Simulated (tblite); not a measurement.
C₄H₅F₃O₂Si.
Atom-mapped SMILES: `[O:1]=[CH:2][O:3]/[C:4]([SiH3:5])=[CH:6]\[C:7]([F:8])([F:9])[F:10]` (hydrogens: H11 on C2; H12, H13, H14 on Si5; H15 on C6)

Cartesian coordinates in Å at the GFN2-xTB level; atoms count from 1:
```xyz
15
C4H5F3O2Si angstrom
O     -2.1397    1.5108   -0.5733
C     -1.0036    1.8901   -0.6428
O      0.0615    1.1744   -0.3694
C     -0.1364   -0.1336    0.0355
Si    -1.9176   -0.8224    0.1765
C      0.9559   -0.8432    0.3065
C      2.3380   -0.2805    0.1882
F      2.6300    0.1346   -1.0586
F      2.5411    0.7820    0.9895
F      3.2745   -1.1830    0.5141
H     -0.7108    2.9039   -0.9504
H     -1.6345   -2.1971    0.6249
H     -2.5242   -0.9117   -1.1437
H     -2.6289   -0.1498    1.2537
H      0.8903   -1.8667    0.6274
```

Level: GFN2-xTB in tblite, geometry and Hessian alike; calculated harmonic values, unscaled, isolated species. Against measured fundamentals such values can be off by several per cent, at times by over 20. Modes of hydrogen on silicon can be 10 to 20 % off. One conformer, not necessarily the lowest.

Harmonic wavenumbers (cm⁻¹): 30.2, 63.7, 96.2, 101.9, 197.0, 242.1, 275.3, 281.7, 302.1, 385.4, 389.6, 467.7, 478.9, 567.4, 580.3, 582.6, 611.3, 711.8, 732.9, 774.0, 806.9, 833.5, 851.1, 876.3, 936.6, 1017.0, 1035.2, 1117.9, 1171.8, 1195.3, 1239.8, 1328.1, 1663.9, 1740.5, 2192.6, 2318.5, 2341.3, 2885.5, 3147.7.

A = 2209, B = 668.4, C = 567.4 MHz; mass 170.001 u (most abundant isotopes); point group Cs, symmetry number 1.

Zero-point energy?

Half the sum of the wavenumbers: 18286 cm⁻¹ = 52.28 kcal/mol.

What is S at 273.15 K and 1 bar for an ideal gas of classical rigid rotors and harmonic oscillators?

Translation 40.89, rotation 30.07, vibration 30.12: S = 101.1 cal/(mol K).

And Cp and H(273.15 K) − H(0)?

Cp = 38.82 cal/(mol K), of which vibrations give 30.87 (their classical limit is 39 R = 77.5); H(273.15 K) − H(0) = 6.45 kcal/mol without the zero-point energy, 4.28 from vibrations.

What must be added to the electronic energy to get the Gibbs energy at 273.15 K and 1 bar?

ZPE + [H(273.15 K) − H(0)] − T·S = 52.28 + 6.45 − 27.61 = 31.12 kcal/mol.

Which modes carry the vibrational entropy at 273.15 K?

30.2 cm⁻¹: 5.64; 63.7 cm⁻¹: 4.17; 96.2 cm⁻¹: 3.36; 101.9 cm⁻¹: 3.25; 197.0 cm⁻¹: 2.00; 242.1 cm⁻¹: 1.63 cal/(mol K); the other 33 give 10.07 together.

How do the functions run with temperature in this model?

```csv
T (K),S (cal/(mol K)),Cp (cal/(mol K)),H − H(0) (kcal/mol),G − H(0) (kcal/mol),ln q(vib)
50,61.8,13.9,0.53,-2.56,0.84
100,73.2,19.5,1.37,-5.95,2.26
298.15,104.6,41.2,7.46,-23.73,7.99
373.15,114.6,47.7,10.80,-31.95,10.13
500,129.7,56.0,17.40,-47.46,13.64
750,154.6,66.3,32.82,-83.13,20.03
1000,174.6,72.2,50.20,-124.35,25.68
```

q(vib) and H(0) count from the zero-point level.

Blend soft modes into free rotors: weight 1/[1 + (100 cm⁻¹/ν̃)⁴] for the oscillator and the rest for a rotor with moment μB/(μ + B), μ = h/(8π²ν), B = 10⁻⁴⁴ kg m². What vibrational entropy results?

27.13 cal/(mol K) in place of 30.12, which changes −T·S at 273.15 K by +0.82 kcal/mol.

Hindered rotation and anharmonicity are outside this model. Other conformers, if any are populated, would add a mixing term that is left out.

The run took 2.6 s wall, 1.8 s CPU on Intel Xeon at 2.50 GHz, one thread, shared host with 64 logical CPUs at a one-minute load of 19. The figure is for the frequency step alone.
